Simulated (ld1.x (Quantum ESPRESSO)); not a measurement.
# What one change does to a pseudopotential (phosphorus, ultrasoft)

```
Element                 : phosphorus
Generator               : ld1.x (Quantum ESPRESSO) 7.5
Type                    : ultrasoft
Functional              : LDA (PZ)
Relativity              : non-relativistic
Frozen core             : [Ne]
Valence charge          : 5
Reference configuration : 3s1.5 3p3.5
Partial waves           : 3s (bound): rcut 1.40, rcutus 1.55 bohr; 3s channel at 2.2 Ry: rcut 1.40, rcutus 1.55 bohr; 3p (bound): rcut 1.30, rcutus 1.60 bohr; 3p channel at 4.15 Ry: rcut 1.30, rcutus 1.60 bohr; 3d channel at 0.35 Ry: rcut 1.40, rcutus 1.80 bohr
Local potential         : all-electron potential smoothed inside 1.30 bohr (lloc = -1)
Core correction         : none
Augmentation charge     : PSQ, inside the norm-conserving radii
```

Change: all radii scaled by about 1.30 (s 2.02, p 2.08, d 2.34 bohr, rcut 1.82/1.70/1.82); local potential all-electron potential smoothed inside 1.70 bohr (lloc = -1).

Cutoffs: the cutoffs (Ry, on a coarse ladder) from which the occupation-weighted sum of valence levels, in a spherical-Bessel basis at the reference potential, stays within 10 and 1 mRy of its value at 400 Ry; they do not see the model core or the augmentation charge, which bear on the density cutoff. Errors are all-electron minus pseudo energies relative to the spin-unpolarised reference configuration.

Predict the effect on cutoff, ghosts and configuration errors.

The potential gets softer (12 Ry and 25 Ry → 12 Ry and 18 Ry); the number of tests with a reliable result goes from 9 to 2 (the test run of the changed file stopped, so its transferability is not established); neither file shows a bound ghost. A larger radius leaves more room for a smooth pseudo-wave, so fewer plane waves are needed.

| quantity | base | changed |
| --- | --- | --- |
| cutoff, loose | 12 Ry | 12 Ry |
| cutoff, tight | 25 Ry | 18 Ry |
| loose cutoff by channel (10 mRy a level) | s 10 Ry, p 8 Ry | s 6 Ry, p 10 Ry |
| bound ghosts | none | none |
| tests with a reliable result | 9 of 9 | 2 of 9 (the test run stopped) |
| error for 3s2 3p3, meV [ΔE -4.19 eV] | +0.7 | +0.5 |
| error for 3s2 3p2, meV [ΔE 5.65 eV] | +2.0 | +3.9 |
| lowest overlap eigenvalue by channel | s 0.44, p 0.71, d 1.00 | s 0.48, p 0.51, d 1.00 |
